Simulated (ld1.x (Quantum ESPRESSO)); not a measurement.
The numbers below are computed, except where a source is named.
# Potentials for aluminium (Al) compared

Generated with ld1.x 7.5 (TM, RRKJ, ultrasoft, PAW), atompaw 4.2 or ONCVPSP 4.0.1. The cutoff is in Ry: for ld1.x and atompaw files where the sum of valence levels is converged to 10 mRy in a Bessel basis, for ONCV files where the hardest occupied wave has 1 mHa per electron of residual kinetic energy. The error is the largest all-electron minus pseudo excitation energy over each file’s own four to seven test configurations (ionisations up to +4, promotions, holes and added fractions of an electron), all of which were solved. The labels leave out finer settings (local radius, basis sizes, second energies), which also bear on the numbers. Spin-polarised tests are not counted. The rows are a selection from randomly drawn settings: files with unsolved tests, undetermined cutoffs or missed reference levels are left out.

| potential | cutoff (Ry) | largest error (meV) | bound ghosts |
| --- | --- | --- | --- |
| TM, BLYP, scalar-relativistic, rc 1.50/2.65/2.75 (spd), local smoothed, core correction yes, reference 3s2 3p1 | 30 | -12 | none |
| TM, PBE, scalar-relativistic, rc 3.36/1.75 (sp), local s, core correction yes, reference 3s2 3p1 | 6 | -146 | none |
| ultrasoft, LDA (PZ), scalar-relativistic, rc 2.05/2.10/1.90 (spd), local smoothed, core correction yes, reference 3s2 3p1 | 6 | -8.8 | none |
| RRKJ, PBE, scalar-relativistic, rc 1.45/2.70/2.20 (spd), local s, core correction no, reference 3s2 3p1 | 35 | +50 | none |
| RRKJ, LDA (PZ), scalar-relativistic, rc 1.80/1.70/1.50 (spd), local s, core correction no, reference 3s1 3p0 | 10 | +122 | none |
| ultrasoft, PBEsol, scalar-relativistic, rc 2.10/2.45 (sp), local smoothed, core correction yes, reference 3s2 3p1 | 6 | -5.8 | none |

Task: Fill in the row for Al: TM, PBEsol, non-relativistic, rc 1.65/1.65 (sp), local s, core correction no, reference 3s1 3p0.

Result: cutoff 10 Ry, largest error -22 meV, bound ghosts: none.

Task: Fill in the row for Al: TM, PBE, non-relativistic, rc 1.80/2.20/2.10 (spd), local smoothed, core correction no, reference 3s2 3p0.75.

Result: cutoff 10 Ry, largest error +28 meV, bound ghosts: none.
